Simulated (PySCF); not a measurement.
[Tb(PH3)]3+ at several levels of theory

Computed with PySCF 2.14.0 (density fitting, no spin-orbit coupling) at the geometry relaxed with PBE0:

```xyz
5
[Tb(PH3)]3+ (singlet in the valence; each metal's 4f electrons, 8 of them, lie in its core potential, out of spins and levels)
Tb    0.0000    0.0000   -0.3990
P     0.0000    0.0000    2.5134
H     1.3295    0.0000    3.0339
H    -0.6647    1.1514    3.0339
H    -0.6647   -1.1513    3.0339
```

```csv
level,basis,state,HOMO (eV),gap (eV),charge on Tb1 (e),population of f-type functions on Tb1 (polarisation alone where 4f lies in the core),dipole about the centre of mass (D),largest force component (eV/Å)
PBE0,"Tb lcecp-1-SVP with ECP54, P def2-SVP, H def2-SVP",singlet,-24.25,4.65,2.30,0.01,2.92,0.02
wB97X,the same,singlet,-26.32,9.19,2.34,0.01,2.21,0.14
PBE0,"Tb lcecp-1-TZVP with ECP54, P def2-TZVP, H def2-TZVP",singlet,-24.14,4.60,2.35,0.01,3.06,0.17
```

In the lcecp rows the 4f levels are missing from HOMO and gap, and the state counts the valence alone.

Charges are Mulliken's, which hang on the basis. The relaxation used the grid (50, 194), these runs (75, 302) or, all-electron (x2c bases, spin-free X2C Hamiltonian), (99, 590).

Question: What does BP86 with Tb lcecp-1-SVP with ECP54, P def2-SVP, H def2-SVP give here?

Answer: state singlet, HOMO (eV) -23.37, gap (eV) 2.79, charge on Tb1 (e) 2.25, population of f-type functions on Tb1 (polarisation alone where 4f lies in the core) 0.00, dipole about the centre of mass (D) 3.44, largest force component (eV/Å) 0.25. Time: 4.4 s on 2 threads of Arm Neoverse V1 (shared host), from an already converged density.

In the first row's basis the gap widens with exact exchange: 2.8 eV for BP86 (none); 4.7 eV for PBE0 (a fixed share); 9.2 eV for wB97X (rising or full at long range).

An lcecp potential fixes the number of 4f electrons, so in runs with it no electron can move into or out of that shell.
